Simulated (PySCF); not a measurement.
**Electron correlation in Ba⁴³⁺ (barium, charge +43)**

[Ne] 3s2 3p1, 2P determinant. All numbers are calculated (PySCF 2.14, the non-relativistic Hamiltonian (point nucleus), in an even-tempered Gaussian basis (16 s from 8 bohr⁻², ratio 2.5; 10 p from 10 bohr⁻², ratio 2.5; 4 d from 42 bohr⁻², ratio 2.7; 4 f from 63 bohr⁻², ratio 2.7)). Frozen: 1s2; 11 electrons correlated; the 17 highest virtual orbitals of each spin left out.

```
  level  correlation energy (mhartree)
   CCSD                        -531.60
    (T)                          -1.81
CCSD(T)                        -533.41
```

Diagnostics: T1 = 0.0010, D1 = 0.0046, largest double amplitude 0.084.

Problem. Is a single reference adequate?

Solution. Mostly. T1 lies below 0.03, but a double amplitude of this size points to a near-degeneracy that CCSD handles and MP2 describes poorly.

At this charge a non-relativistic calculation is a model, useful for the Z dependence of the correlation energy.
